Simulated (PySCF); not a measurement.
Gas-phase reaction: 3 HfCl₃OH + H₂O + HO₂ ⇌ 3 HfCl₂(OH)₂ + 3 Cl

Method: PySCF energies plus ideal-gas RRHO corrections (1 bar). † marks an energy on the PBE0/def2-TZVP geometry and frequencies. MP2 and CCSD(T) freeze the core. Open shells (unrestricted): HO₂ (multiplicity 2), Cl (multiplicity 2, electronic degeneracy 6); the rest are closed-shell singlets. Spin-orbit splitting is ignored; it lowers the true energy and changes the entropy of Cl. Hf: scalar-relativistic def2 core potential, no spin-orbit coupling. HfCl₃OH, HfCl₂(OH)₂: computed as isolated molecules; such fragments, hydroxides, amides, oligomers or adducts are transient or little studied in the gas. MP2 isn't extrapolated to the basis-set limit; its ΔH°(298 K) is 120.0 kJ in def2-SVP and 186.3 kJ in def2-TZVPP. CCSD(T) isn't extrapolated to the basis-set limit; its ΔH°(298 K) is 136.7 kJ in def2-SVP and 185.9 kJ in def2-TZVPP. The harmonic model lacks anharmonicity and excited electronic states, which grow with temperature; levels with a mode under 35 cm⁻¹ are left out. Soft modes under 120 cm⁻¹ make the harmonic entropy rough for HfCl₃OH, HfCl₂(OH)₂.

| level | ΔE electronic, kJ | ΔH°(298 K), kJ | ΔS°(298 K), J/K | ΔG°(2500 K), kJ |
|---|---|---|---|---|
| BLYP/def2-TZVP† | 221 | 218 | 115 | -158 |
| CCSD(T)/def2-SVP† | 139 | 137 | 115 | -240 |
| CCSD(T)/def2-TZVPP† | 189 | 186 | 115 | -191 |
| HF/def2-TZVP† | 46 | 43 | 115 | -333 |
| MP2/def2-SVP† | 123 | 120 | 115 | -257 |
| MP2/def2-TZVPP† | 189 | 186 | 115 | -190 |
| PBE/def2-TZVP† | 281 | 278 | 115 | -98 |
| PBE0/def2-SVP† | 230 | 227 | 115 | -150 |
| r2SCAN/def2-TZVP† | 252 | 250 | 115 | -127 |
| LDA/def2-TZVP† | 343 | 340 | 115 | -36 |
| ωB97M-V/def2-TZVP† | 230 | 227 | 115 | -149 |
ΔH° is lowest at HF/def2-TZVP† and highest at LDA/def2-TZVP†. No reference value is set beside these.
